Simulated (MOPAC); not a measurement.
Job for MOPAC: AM1 on C2H5Al (SMILES C=[CH][AlH2]), a point of a bond scan (R = 5.063 Å).

```
AM1 1SCF PRECISE CHARGE=0 THREADS=1
C2H5Al

Al    -0.13640480 1     0.16293037 1     1.16257739 1
H     -2.30837309 1     4.73280663 1     1.33870193 1
H      0.17826312 1    -0.64444815 1     2.48571591 1
C      0.29151772 1    -0.55237827 1    -0.58963342 1
C      0.01802875 1     0.14494252 1    -1.69877918 1
H      0.75944852 1    -1.52587481 1    -0.73005893 1
H      0.24169125 1    -0.21989595 1    -2.69843926 1
H     -0.44827436 1     1.12572183 1    -1.65786457 1
```

Program output:

```
*******************************************************************************
 **                                                                           **
 **                              MOPAC v23.2.5                                **
 **                                                                           **
 *******************************************************************************
 ** MOPAC's Digital Object Identifier: https://doi.org/10.5281/zenodo.6511958 **
 **                                                                           **
 ** Please cite the open-source release paper for use of this MOPAC version:  **
 ** J. E. Moussa and J. J. P. Stewart (2026)                                  **
 ** MOPAC: An open-source semiempirical molecular orbital program             **
 ** J. Open Source Softw., 11(119), 8025, https://doi.org/10.21105/joss.08025 **
 *******************************************************************************

                              AM1 CALCULATION RESULTS

 *******************************************************************************
 *  AM1        - The AM1 Hamiltonian to be used
 *
 *
 *
 *                 CHARGE ON SYSTEM = 0
 *
 *
 *
 *  PRECISE    - TIGHTER CRITERIA TO BE USED
 *  1SCF       - DO 1 SCF AND THEN STOP
 *  THREADS=1  - MULTI-THREADING NOT USED
 *  T=         - A TIME OF 172800.0 SECONDS REQUESTED
 *  DUMP=N     - RESTART FILE WRITTEN EVERY 7200.0 SECONDS REQUESTED
 *******************************************************************************
AM1 1SCF PRECISE CHARGE=0 THREADS=1
 C2H5Al

   ATOM   CHEMICAL          X               Y               Z
  NUMBER   SYMBOL      (ANGSTROMS)     (ANGSTROMS)     (ANGSTROMS)

     1      Al         -0.13640480  *   0.16293037  *   1.16257739  *
     2       H         -2.30837309  *   4.73280663  *   1.33870193  *
     3       H          0.17826312  *  -0.64444815  *   2.48571591  *
     4       C          0.29151772  *  -0.55237827  *  -0.58963342  *
     5       C          0.01802875  *   0.14494252  *  -1.69877918  *
     6       H          0.75944852  *  -1.52587481  *  -0.73005893  *
     7       H          0.24169125  *  -0.21989595  *  -2.69843926  *
     8       H         -0.44827436  *   1.12572183  *  -1.65786457  *



          CARTESIAN COORDINATES

    NO.       ATOM           X           Y           Z

     1        Al         -0.1364      0.1629      1.1626
     2         H         -2.3084      4.7328      1.3387
     3         H          0.1783     -0.6444      2.4857
     4         C          0.2915     -0.5524     -0.5896
     5         C          0.0180      0.1449     -1.6988
     6         H          0.7594     -1.5259     -0.7301
     7         H          0.2417     -0.2199     -2.6984
     8         H         -0.4483      1.1257     -1.6579

  H: (AM1): M.J.S. DEWAR ET AL, J. AM. CHEM. SOC. 107 3902-3909 (1985)
  C: (AM1): M.J.S. DEWAR ET AL, J. AM. CHEM. SOC. 107 3902-3909 (1985)
 Al: (AM1): M. J. S. Dewar, A. J. Holder, Organometallics, 9, 508-511 (1990).

           Empirical Formula: C2 H5 Al  =     8 atoms



      MOLECULAR POINT GROUP   :   Cs


      RHF CALCULATION, NO. OF DOUBLY OCCUPIED LEVELS = 8



 ALL CONVERGERS ARE NOW FORCED ON
 SHIFT=10, PULAY ON, CAMP-KING ON
 AND ITERATION COUNTER RESET



 -------------------------------------------------------------------------------
 AM1 1SCF PRECISE CHARGE=0 THREADS=1
 C2H5Al



     1SCF WAS SPECIFIED, SO BFGS WAS NOT USED
     SCF FIELD WAS ACHIEVED


                              AM1 CALCULATION
                                                       MOPAC v23.2.5 Linux




          FINAL HEAT OF FORMATION =        192.26446 KCAL/MOL =     804.43451 KJ/MOL


          COSMO AREA              =        131.90 SQUARE ANGSTROMS
          COSMO VOLUME            =        107.04 CUBIC ANGSTROMS

          IONIZATION POTENTIAL    =          6.127728 EV
          HOMO LUMO ENERGIES (EV) =         -6.128 -3.059
          NO. OF FILLED LEVELS    =          8
          MOLECULAR WEIGHT        =         56.0430         POINT GROUP:  Cs

          MOLECULAR DIMENSIONS (Angstroms)

            Atom       Atom       Distance
            H     6    H     2     7.27065
            H     7    H     3     5.07626
            C     4   Al     1     0.00000


          SCF CALCULATIONS        =          1





   ATOM   CHEMICAL          X               Y               Z
  NUMBER   SYMBOL      (ANGSTROMS)     (ANGSTROMS)     (ANGSTROMS)

     1      Al         -0.13640480  *   0.16293037  *   1.16257739  *
     2       H         -2.30837309  *   4.73280663  *   1.33870193  *
     3       H          0.17826312  *  -0.64444815  *   2.48571591  *
     4       C          0.29151772  *  -0.55237827  *  -0.58963342  *
     5       C          0.01802875  *   0.14494252  *  -1.69877918  *
     6       H          0.75944852  *  -1.52587481  *  -0.73005893  *
     7       H          0.24169125  *  -0.21989595  *  -2.69843926  *
     8       H         -0.44827436  *   1.12572183  *  -1.65786457  *

                             CARTESIAN COORDINATES

   1   Al       -0.136404800     0.162930370     1.162577390
   2    H       -2.308373090     4.732806630     1.338701930
   3    H        0.178263120    -0.644448150     2.485715910
   4    C        0.291517720    -0.552378270    -0.589633420
   5    C        0.018028750     0.144942520    -1.698779180
   6    H        0.759448520    -1.525874810    -0.730058930
   7    H        0.241691250    -0.219895950    -2.698439260
   8    H       -0.448274360     1.125721830    -1.657864570


           Empirical Formula: C2 H5 Al  =     8 atoms



      MOLECULAR POINT GROUP   :   Cs


                  EIGENVALUES
 -33.06231 -21.43367 -15.70258 -14.17279 -12.60705 -10.69674 -10.65034  -6.12773
  -3.05850  -1.10722   1.46386   1.70850   2.53538   4.23114   4.66710   5.37769
   5.65602


              NET ATOMIC CHARGES AND DIPOLE CONTRIBUTIONS

  ATOM NO.   TYPE          CHARGE      No. of ELECS.   s-Pop       p-Pop
    1         Al           0.308406        2.6916     1.28677     1.40482
    2          H          -0.066108        1.0661     1.06611
    3          H          -0.070706        1.0707     1.07071
    4          C          -0.322572        4.3226     1.29105     3.03152
    5          C          -0.166640        4.1666     1.25009     2.91655
    6          H           0.107954        0.8920     0.89205
    7          H           0.103673        0.8963     0.89633
    8          H           0.105993        0.8940     0.89401
 DIPOLE           X         Y         Z       TOTAL
 POINT-CHG.     0.290    -0.630     0.160     0.712
 HYBRID         0.425    -0.801    -0.917     1.289
 SUM            0.716    -1.431    -0.757     1.770


          ATOMIC ORBITAL ELECTRON POPULATIONS

     Atom    s        px        py        pz
    1 Al   1.28677   0.16954   0.52389   0.71140
    2  H   1.06611
    3  H   1.07071
    4  C   1.29105   0.99511   0.99389   1.04252
    5  C   1.25009   0.95187   0.99075   0.97393
    6  H   0.89205
    7  H   0.89633
    8  H   0.89401

 **********************
 *                    *
 * JOB ENDED NORMALLY *
 *                    *
 **********************




 == MOPAC DONE ==
```

The run finished.

Cost: roughly 0.07 core-seconds.
